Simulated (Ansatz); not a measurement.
Geometry optimisation, RHF/def2-SVP in Ansatz.

Input:

```yaml
crystal:
  periodic: [false, false, false]
  atoms:
    - { symbol: B, position_ang: [-0.1796, 1.2213, 1.7691] }
    - { symbol: Si, position_ang: [-0.4552, 0.2215, 0.1362] }
    - { symbol: O, position_ang: [0.9966, -0.5675, -0.2462] }
    - { symbol: B, position_ang: [2.04832, 0.39107, -0.42127] }
    - { symbol: F, position_ang: [2.85168, 0.87991, 0.66661] }
    - { symbol: H, position_ang: [-1.1336, 1.9076, 2.1844] }
    - { symbol: H, position_ang: [0.8399, 1.2769, 2.3187] }
    - { symbol: H, position_ang: [-1.4794, -0.7494, 0.3488] }
    - { symbol: H, position_ang: [-0.8253, 1.1481, -0.9173] }
    - { symbol: H, position_ang: [2.17644, 0.88357, -1.52649] }
basis:
  gaussian: { orbitals: def2-SVP }
hamiltonian:
  xc: hf
relax:
  f_tol: 0.015
  max_steps: 40
```

Run as:

```bash
$ ansatz run input.yaml --threads 1 --pin off --max-ram 2048MiB --backend cpu --events-out ev --progress --plain --runs-dir out
```

Task: Where does it end, and by what steps?

Result: It converged. After 26 steps the energy has fallen by 1.282 eV; O3 moved furthest, 1.29 Å.

```json
{"step": "0", "energy less start (eV)": "0.0000", "largest force component (eV/Å)": "3.206", "accepted": "yes"}
{"step": "1", "energy less start (eV)": "-0.7533", "largest force component (eV/Å)": "1.875", "accepted": "yes"}
{"step": "2", "energy less start (eV)": "-0.8528", "largest force component (eV/Å)": "0.984", "accepted": "yes"}
{"step": "3", "energy less start (eV)": "-1.0221", "largest force component (eV/Å)": "0.562", "accepted": "yes"}
{"step": "4", "energy less start (eV)": "-1.1130", "largest force component (eV/Å)": "0.748", "accepted": "yes"}
{"step": "5", "energy less start (eV)": "-1.1581", "largest force component (eV/Å)": "0.862", "accepted": "yes"}
{"step": "6", "energy less start (eV)": "-1.1798", "largest force component (eV/Å)": "0.597", "accepted": "yes"}
{"step": "7", "energy less start (eV)": "-1.1774", "largest force component (eV/Å)": "0.655", "accepted": "no"}
{"step": "8", "energy less start (eV)": "-1.1889", "largest force component (eV/Å)": "0.277", "accepted": "yes"}
{"step": "9", "energy less start (eV)": "-1.2021", "largest force component (eV/Å)": "0.108", "accepted": "yes"}
{"step": "10", "energy less start (eV)": "-1.2109", "largest force component (eV/Å)": "0.270", "accepted": "yes"}
{"step": "11", "energy less start (eV)": "-1.2197", "largest force component (eV/Å)": "0.183", "accepted": "yes"}
{"step": "12", "energy less start (eV)": "-1.2395", "largest force component (eV/Å)": "0.191", "accepted": "yes"}
{"step": "13", "energy less start (eV)": "-1.2415", "largest force component (eV/Å)": "0.608", "accepted": "yes"}
{"step": "14", "energy less start (eV)": "-1.1240", "largest force component (eV/Å)": "1.713", "accepted": "no"}
{"step": "15", "energy less start (eV)": "-1.2619", "largest force component (eV/Å)": "0.375", "accepted": "yes"}
{"step": "16", "energy less start (eV)": "-1.2724", "largest force component (eV/Å)": "0.164", "accepted": "yes"}
{"step": "17", "energy less start (eV)": "-1.2758", "largest force component (eV/Å)": "0.086", "accepted": "yes"}
{"step": "18", "energy less start (eV)": "-1.2784", "largest force component (eV/Å)": "0.072", "accepted": "yes"}
{"step": "19", "energy less start (eV)": "-1.2788", "largest force component (eV/Å)": "0.063", "accepted": "yes"}
{"step": "20", "energy less start (eV)": "-1.2737", "largest force component (eV/Å)": "0.301", "accepted": "no"}
{"step": "21", "energy less start (eV)": "-1.2809", "largest force component (eV/Å)": "0.017", "accepted": "yes"}
{"step": "22", "energy less start (eV)": "-1.2800", "largest force component (eV/Å)": "0.161", "accepted": "no"}
{"step": "23", "energy less start (eV)": "-1.2813", "largest force component (eV/Å)": "0.069", "accepted": "yes"}
{"step": "24", "energy less start (eV)": "-1.2814", "largest force component (eV/Å)": "0.090", "accepted": "yes"}
{"step": "25", "energy less start (eV)": "-1.2818", "largest force component (eV/Å)": "0.016", "accepted": "yes"}
{"step": "26", "energy less start (eV)": "-1.2818", "largest force component (eV/Å)": "0.009", "accepted": "yes"}
```

```xyz
10
Properties=species:S:1:pos:R:3
B -0.350 1.426 1.920
Si -0.492 0.480 0.127
O 0.913 0.595 -0.788
B 2.195 0.290 -0.605
F 2.577 -0.240 0.551
H -1.240 1.321 2.719
H 0.584 2.118 2.214
H -0.808 -0.957 0.304
H -1.562 1.103 -0.685
H 3.023 0.477 -1.444
```

Run time: 60 s on 1 thread of Intel(R) Xeon(R) Platinum 8488C (Sapphire Rapids), on a shared host, peak memory 0.19 GiB.
